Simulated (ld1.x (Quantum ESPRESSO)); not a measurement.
# germanium (Ge), TM: configuration errors across variants

Ge, norm-conserving Troullier–Martins (Kleinman–Bylander form), made with ld1.x (Quantum ESPRESSO) 7.5 (PBEsol, fully relativistic). Core [Ar], reference 3d10 4s1.75 4p2.25. Waves: 4s (bound): rc 1.40 bohr; 4p (bound): rc 1.85 bohr; 3d (bound): rc 1.20 bohr. Local part: all-electron potential smoothed inside 1.45 bohr (lloc = -1). Core correction: none.

Open shells are filled in proportion to 2j + 1 (rel_dist='average').

All-electron excitation energies from the reference (eV): (1) 3d10 4s2 4p2 -1.969; (2) 3d10 4s2 4p1 5.486; (3) 3d10 4s2 4p0 20.938; (4) 3d9 4s2 4p2 36.718; (5) 3d10 4s1 4p2 14.212; (6) 3d10 4s2 4p1.5 0.836; (7) 3d10 4s1 4p0 55.725.

Errors AE − PS in meV (a dash: test not solved or not reliable):

```tsv
change	(1)	(2)	(3)	(4)	(5)	(6)	(7)	bound ghosts
base	+0.2	+0.6	+7.2	+202	+7.3	-0.1	+52	none
core correction a·sin(br)/r model core inside 0.52 bohr	+0.1	+0.9	+8.4	+157	+5.8	-0.1	+32	none
core correction a·sin(br)/r model core inside 0.68 bohr	+0.1	+0.9	+8.4	+158	+5.8	-0.1	+32	none
core correction a·sin(br)/r model core inside 0.82 bohr	+0.1	+0.9	+8.5	+164	+5.8	-0.1	+32	none
core correction a·sin(br)/r model core inside 1.00 bohr	+0.1	+0.9	+8.6	+178	+5.8	-0.1	+33	none
core correction a·sin(br)/r model core inside 1.14 bohr	+0.1	+1.0	+8.6	+190	+5.9	-0.1	+33	none
core correction a·sin(br)/r model core inside 1.46 bohr	+0.1	+1.0	+8.6	+197	+6.0	-0.1	+36	none
```

(1) Give the same row for: core correction a·sin(br)/r model core inside 1.28 bohr.

Results:

(1) +0.1, +0.9, +8.7, +197, +5.9, -0.1, +34; bound ghosts: none.
